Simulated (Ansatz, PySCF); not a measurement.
Complex: H2O (SMILES O) (first 3 atoms) with SiH4 (SMILES [SiH4]); geometry from B3LYP-D3(BJ)/def2-TZVP, rigid monomers moved along the line of their centres of mass till O1···Si4 is 4.39 Å.
(charge 0, multiplicity 1):
```xyz
8

O      0.4646     0.3123     0.3475
H      0.0730    -0.4695    -0.0562
H     -0.1175     1.0418     0.1095
Si    -0.4444    -0.2718     4.5980
H     -0.8329    -1.4866     3.8475
H     -0.8067    -0.4766     6.0233
H     -1.1995     0.8986     4.0974
H      1.0100    -0.0382     4.5042
```

Counterpoise-corrected where a basis set is named; no monomer relaxation.

Correlated levels freeze the cores. CBS(a, b) extrapolates the correlation energy as X⁻³ and adds the Hartree–Fock energy of set b.

Programs: Ansatz (an electronic-structure program); PySCF for the dispersion terms. Values without a source in brackets are computed.

PBE/def2-TZVPPD gives -0.44 kcal/mol for the interaction energy.

Q: Predict the shift from PBE, with its sign, for: PBE-D3(BJ)/def2-TZVPPD, r2SCAN/def2-TZVPPD, B3LYP/def2-TZVPPD, wB97M-V/def2-TZVPPD, MP2/CBS(aug-cc-pV(D+d)Z, aug-cc-pV(T+d)Z), CCSD(T)/CBS(aug-cc-pV(D+d)Z, aug-cc-pV(T+d)Z).

A: PBE-D3(BJ)/def2-TZVPPD -0.22; r2SCAN/def2-TZVPPD -0.02; B3LYP/def2-TZVPPD 0.24; wB97M-V/def2-TZVPPD -0.13; MP2/CBS(aug-cc-pV(D+d)Z, aug-cc-pV(T+d)Z) -0.11; CCSD(T)/CBS(aug-cc-pV(D+d)Z, aug-cc-pV(T+d)Z) -0.12 kcal/mol. 1 of 6 lie above PBE; the widest gap is to B3LYP/def2-TZVPPD.
